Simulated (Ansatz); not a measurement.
Calculated with Ansatz (gas phase, PBE0-D4/def2-TZVP geometries, no zero-point term in ΔE). CBS: MP2 limit from def2 TZ/QZ plus the TZ coupled-cluster correction, frozen cores. This one scheme is used for every species, atoms too. For atomizations the MP2-based limit and the directly extrapolated one differ by several kJ/mol either way, and by 10 to 25 for some Ge, Se and Sn compounds, so smaller differences from it don't rank the levels. Open shells (•) are unrestricted, without spin–orbit coupling. Spin–orbit coupling would lower the free atoms: a little for C, Cl, O, Si. One conformer a species, not always the lowest.

Consider the atomization: `CC(O)([SiH3])Cl` → 2 C• + Cl• + 7 H• + O• + Si•.

`CC(O)([SiH3])Cl`:

Z-matrix (Å, degrees):
```
C
C 1 1.507
H 1 1.092 2 109.7
H 1 1.090 2 111.0 3 -120.6
H 1 1.093 2 109.1 3 119.0
O 2 1.387 1 107.7 3 -56.4
Si 2 1.909 1 114.7 3 177.0
Cl 2 1.848 1 108.0 3 61.8
H 6 0.963 2 109.5 1 -178.8
H 7 1.486 2 107.0 1 176.3
H 7 1.482 2 110.7 1 -62.6
H 7 1.488 2 108.8 1 58.4
```

| species | SCS-MP2/def2-TZVPP energy (Eh) |
| --- | --- |
| `CC(O)([SiH3])Cl` | -904.08971 |
| C• | -37.76105 |
| Cl• | -459.63520 |
| H• | -0.49981 |
| O• | -74.95539 |
| Si• | -288.90966 |

**Question.** Work out ΔE.

**Answer.** ΔE = 7 × (-0.49981) + 2 × (-37.76105) + (-459.63520) + (-74.95539) + (-288.90966) − (-904.08971) = 1.56869 Eh = +4118.6 kJ/mol. CCSD(T)/CBS gives +4191.4 kJ/mol.

**Question.** What do rigid-rotor, harmonic-oscillator terms from PBE0-D4/def2-TZVP frequencies (298.15 K, 1 bar) make of the CCSD(T)/CBS value? (Best estimate.)

**Answer.** Computed: ΔZPE = -224.2 kJ/mol, ΔH = +4019.8 kJ/mol, ΔS = 1271 J/(mol·K), ΔG = +3640.8 kJ/mol. Open shells count their whole term as degenerate.

Largest T1 diagnostic among the species: 0.012.

Leaving LDA and LC-ωPBE aside and taking each functional with its dispersion term where it has one, the values, not all of them listed here, spread over 192.0 kJ/mol, from BHLYP-D4 to PBE-D4. LDA lies +572.7 kJ/mol from PBE without D4, its usual overbinding. The D4 term adds +45.5 kJ/mol with B3LYP and +23.8 kJ/mol with PBE0; it sums over pairs of atoms, weighted by their polarisabilities, and B3LYP, whose exchange is more repulsive, gets the larger term. At CCSD(T), def2-SVP lies −238.7 kJ/mol from the extrapolated value and def2-TZVPP −111.9 kJ/mol: correlation converges slowly with the basis, and small sets miss more of it in the bonded molecule than in its fragments.

B3LYP here is the variant with VWN-RPA as its local correlation; programs differ in this.
